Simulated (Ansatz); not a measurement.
A structure relaxed at PBE-D4/def2-TZVP in Ansatz, charge 0, doublet:

Cartesian coordinates in Å:
```
P -0.674 1.883 -0.125
P -0.015 0.042 -0.003
As 0.689 -1.924 0.128
```

**Question.** Give its formula and point group.

**Answer.** AsP2. Point group C∞v (tolerance 0.1 Å).

**Question.** Summarise the bond lengths by kind (pairs closer than 1.2 times the sum of covalent radii, bridged metal pairs left out).

**Answer.** 1 × P–P 1.96 Å; 1 × As–P 2.09 Å.

The relaxation made no stability test and no search for a lower SCF solution. Another isomer (doublet) lies 1.33 eV lower at PBE0-D4/def2-TZVP; other spin states weren't run for this one.
